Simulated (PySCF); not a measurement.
Breaking a bond: SiCl, doublet.

Level of theory: CCSD(T) on UHF/cc-pVTZ, 10 core orbitals frozen run with PySCF.

### Question
Relative to R = 2.07 Å, what are the energies at R = 1.65, 1.74, 2.00, 2.17 Å?

### Answer
304.8 kJ/mol at 1.65 Å, 162.1 kJ/mol at 1.74 Å, 6.1 kJ/mol at 2.00 Å, 5.0 kJ/mol at 2.17 Å.

The scan ran from 1.65 to 8.25 Å; beyond the distances shown one of the unrestricted levels run for this scan, shown here or not, changes its spin distribution in one step.
